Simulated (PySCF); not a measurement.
Computed with PySCF with B3LYP-D3(BJ)/def2-TZVP // TPSS-D3(BJ)/def2-SVP. All species are isolated molecules in the gas phase. B3LYP has the VWN-RPA correlation part, as in Gaussian. 

Reference species: [Mo(Cl)6] (neutral, multiplicity 1).

```json
{
 "coordination_number": "6",
 "mean_distance_from_the_central_atom_to_its_bonded_neighbours": "2.314 Å",
 "HOMO": "-8.91 eV"
}
```

Changed species: [Mo(Cl)5(F)] (1 of 6 Cl replaced by F; the reference has 0 of 6 Cl replaced by F).

**Question.** What does the change do to the coordination number, mean distance from the central atom to its bonded neighbours and HOMO?

**Answer.** the coordination number hardly moves; the mean distance from the central atom to its bonded neighbours decreases by 0.080 Å, to 2.234 Å; the HOMO falls by 0.06 eV, to -8.97 eV.
